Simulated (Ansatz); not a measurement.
This geometry of a periodic cell of 17 atoms, Rh₁₆Se (surface Rh(110), adsorbate Se) is a first-order saddle point. Atoms 1 to 4 are held.

Level of theory: DFT PBE-D3(BJ), scalar-relativistic, plane waves, PAW (Ansatz 0.2.0). Settings: cutoff 420 eV, k mesh 2x3x1, gaussian smearing 0.05 eV, no spin polarisation.

```xyz
17
Lattice="7.6000 0.0000 0.0000 0.0000 5.3740 0.0000 0.0000 0.0000 17.0305" Properties=species:S:1:pos:R:3
Rh 1.900 1.344 1.000
Rh 5.700 1.344 1.000
Rh 1.900 4.031 1.000
Rh 5.700 4.031 1.000
Rh 0.040 0.000 2.170
Rh 3.760 0.000 2.170
Rh 0.071 2.687 2.298
Rh 3.729 2.687 2.298
Rh 1.900 1.359 3.737
Rh 5.700 1.348 3.492
Rh 1.900 4.015 3.737
Rh 5.700 4.026 3.492
Rh -0.273 0.000 4.944
Rh 4.073 0.000 4.944
Rh -0.185 2.687 4.898
Rh 3.985 2.687 4.898
Se 1.900 5.374 5.872
```

Q: Which two structures does it join? (They come from a converged band through this point; their orientation in space is the band's.)

A: Contacts lost: Rh11–Se17. Contacts made: Rh9–Se17. The atom that moves furthest is Se17, by 2.69 Å.

First end point:

```xyz
17
Lattice="7.6000 0.0000 0.0000 0.0000 5.3740 0.0000 0.0000 0.0000 17.0305" Properties=species:S:1:pos:R:3
Rh 1.900 1.344 1.000
Rh 5.700 1.344 1.000
Rh 1.900 4.031 1.000
Rh 5.700 4.031 1.000
Rh -0.011 0.007 2.201
Rh 3.810 0.007 2.202
Rh -0.011 2.681 2.200
Rh 3.811 2.681 2.201
Rh 1.900 1.345 3.676
Rh 5.700 1.343 3.632
Rh 1.900 4.031 3.525
Rh 5.700 4.031 3.684
Rh -0.003 0.013 4.885
Rh 3.804 0.014 4.885
Rh -0.003 2.675 4.886
Rh 3.805 2.674 4.885
Se 1.901 4.027 6.008
```

Last end point:

Only the atoms that move by more than 0.05 Å are listed.
```
Rh9 1.900 1.344 3.525
Rh10 5.700 1.344 3.684
Rh11 1.900 4.032 3.676
Rh12 5.700 4.030 3.632
Se17 1.901 6.714 6.008
```

Q: How far does it lie above each of them?

A: 0.49 eV above the first and 0.49 eV above the second. This is the barrier of this one path; another mechanism may lie lower. Limits of this set-up: coarse k mesh, thin slab, slab without dipole correction.

The run took 26 min on 4 threads of Arm Neoverse V2 (shared host), peak memory 5.3 GiB.
